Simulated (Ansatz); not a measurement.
One change: HCl becomes HBr.

Ansatz, PBE0-D4/def2-TZVP geometries, multiplicity 1. 

Scalar relativity is left out up to krypton.

```tsv
property	HCl
HOMO energy (ωB97M-V/def2-TZVPP) / eV	-11.75
zero-point energy (PBE0-D4/def2-TZVP) / kJ/mol	17.9
HOMO–LUMO gap (PBE/def2-TZVPP) / eV	7.27
LUMO energy (PBE0/def2-TZVPP) / eV	0.34
HOMO energy (B3LYP/def2-TZVPP) / eV	-9.12
size of the dipole moment (ωB97M-V/def2-TZVPP) / D	1.19
```

Give the same properties after the change, and the shifts. (Best estimate.)

Ansatz gave: 
```json
{"property": "HOMO energy (ωB97M-V/def2-TZVPP) / eV", "HBr": "-11.02", "shift": "0.73"}
{"property": "zero-point energy (PBE0-D4/def2-TZVP) / kJ/mol", "HBr": "16.0", "shift": "-1.9"}
{"property": "HOMO–LUMO gap (PBE/def2-TZVPP) / eV", "HBr": "6.29", "shift": "-0.98"}
{"property": "LUMO energy (PBE0/def2-TZVPP) / eV", "HBr": "-0.16", "shift": "-0.50"}
{"property": "HOMO energy (B3LYP/def2-TZVPP) / eV", "HBr": "-8.48", "shift": "0.64"}
{"property": "size of the dipole moment (ωB97M-V/def2-TZVPP) / D", "HBr": "0.92", "shift": "-0.27"}
```

With PBE0 the HOMO rises by 0.67 eV and the LUMO falls by 0.50 eV, so the gap narrows by about 1.17 eV. PBE moves the HOMO by 0.50 eV and ωB97M-V by 0.73 eV. Dipoles are sizes alone; their direction can turn.

B3LYP here is the variant with VWN-RPA as its local correlation; programs differ in this.

Spin–orbit coupling is left out; it splits and shifts lone-pair levels of the heavy atoms by tenths of an eV.
